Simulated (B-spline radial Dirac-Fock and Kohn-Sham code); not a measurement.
Successive ionisation energies of manganese: Dirac-Fock against NIST

Level of theory: relaxed Dirac-Fock hole states (ΔSCF) with Breit and QED corrections and a finite nucleus; a radial B-spline solver. Each value is the difference of the configuration-average energies of two neighbouring ions in their tabulated ground configurations. No correlation. NIST's values refer to the lowest levels; many for high charge states are themselves semi-empirical or theoretical. Where a p, d or f shell is open in either ion the computed value averages over both j values and all terms, while the table refers to the lowest levels; that difference holds spin-orbit splitting (largest in heavy or highly charged ions), term energies where several electrons share open shells, and correlation, and it can reach 10 % or more.

```tsv
ion	configuration	computed (eV)	NIST (eV)	kind	NIST − computed (eV)
Mn	[Ar] 3d5 4s2	6.64	7.434038	measured	+0.80
Mn⁺	[Ar] 3d5 4s1	14.39	15.63999	measured	+1.25
Mn²⁺	[Ar] 3d5	30.26	33.668 ± 0.012	measured	+3.40
Mn³⁺	[Ar] 3d4	48.93	51.21 ± 0.12	semi-empirical	+2.28
Mn⁴⁺	[Ar] 3d3	69.93	72.41 ± 0.1	semi-empirical	+2.48
Mn⁵⁺	[Ar] 3d2	93.04	95.604 ± 0.025	measured	+2.57
Mn⁶⁺	[Ar] 3d1	118.1	119.203 ± 0.012	measured	+1.10
Mn⁷⁺	[Ne] 3s2 3p6	194.7	195.5 ± 0.3	semi-empirical	+0.79
Mn⁸⁺	[Ne] 3s2 3p5	222.1	221.89 ± 0.17	semi-empirical	-0.18
Mn⁹⁺	[Ne] 3s2 3p4	250.4	248.6 ± 0.3	semi-empirical	-1.80
Mn¹⁰⁺	[Ne] 3s2 3p3	279.7	286.1 ± 0.5	semi-empirical	+6.41
Mn¹¹⁺	[Ne] 3s2 3p2	309.9	314.4 ± 0.6	semi-empirical	+4.48
Mn¹²⁺	[Ne] 3s2 3p1	341.1	343.6 ± 0.7	semi-empirical	+2.52
Mn¹³⁺	[Ne] 3s2	400.6	402.95 ± 0.25	semi-empirical	+2.32
Mn¹⁴⁺	[Ne] 3s1	434.5	435.172 ± 0.007	semi-empirical	+0.64
Mn¹⁵⁺	[He] 2s2 2p6	1135.1	1133.7 ± 0.6	semi-empirical	-1.37
Mn¹⁶⁺	[He] 2s2 2p5	1229.6	1224.1 ± 1.5	semi-empirical	-5.51
Mn¹⁷⁺	[He] 2s2 2p4	1327.0	1320.3 ± 2.5	semi-empirical	-6.75
Mn¹⁸⁺	[He] 2s2 2p3	1427.4	1430.9 ± 2.2	semi-empirical	+3.51
Mn¹⁹⁺	[He] 2s2 2p2	1530.6	1537.2 ± 0.8	semi-empirical	+6.58
Mn²⁰⁺	[He] 2s2 2p1	1636.7	1643.2 ± 0.7	semi-empirical	+6.47
Mn²¹⁺	[He] 2s2	1781.9	1788.7 ± 0.6	semi-empirical	+6.77
Mn²²⁺	[He] 2s1	1879.7	1879.873 ± 0.007	theoretical	+0.16
Mn²³⁺	1s2	8139.3	8140.786	theoretical	+1.46
Mn²⁴⁺	1s1	8572.0	8571.954	theoretical	-0.08
```

**Question.** Where in this range is the largest relative jump, and why?

**Answer.** From Mn²²⁺ (1879.7 eV) to Mn²³⁺ (8139.3 eV), a factor of 4.33. The configuration goes from [He] 2s1 to 1s2, so the next electron comes out of a deeper subshell.
